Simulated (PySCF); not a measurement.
## Finite-field polarisability of Ar (argon, neutral)

[Ar], closed-shell 1S. Computed with PySCF 2.14 in aug-cc-pV(D+d)Z (5s4p3d, 32 functions), with no relativity, point nucleus. Frozen: [Ne]. Energy changes in a uniform field (μhartree):

```csv
axis,F (au),HF,MP2,CCSD,CCSD(T)
x,0.0045,-98.224,-100.031,-100.406,-100.808
x,0.009,-392.959,-400.197,-401.697,-403.308
```

**Question.** Derive α along x at CCSD(T) from the two fields.

**Answer.** With ΔE = −αF²/2 − γF⁴/24, α = −(16 ΔE(F) − ΔE(2F))/(6F²) = 9.956 bohr³.

**Question.** And the mean polarisability at each level?

**Answer.** HF 9.701, MP2 9.879, CCSD 9.916, CCSD(T) 9.956 bohr³. Reference: 11.083 ± 0.007 bohr³ (recommended; Schwerdtfeger and Nagle, table of static dipole polarizabilities (2023 update)).

CCSD(T) lies more than 5 % below the reference, which points to too few diffuse and polarisation functions.
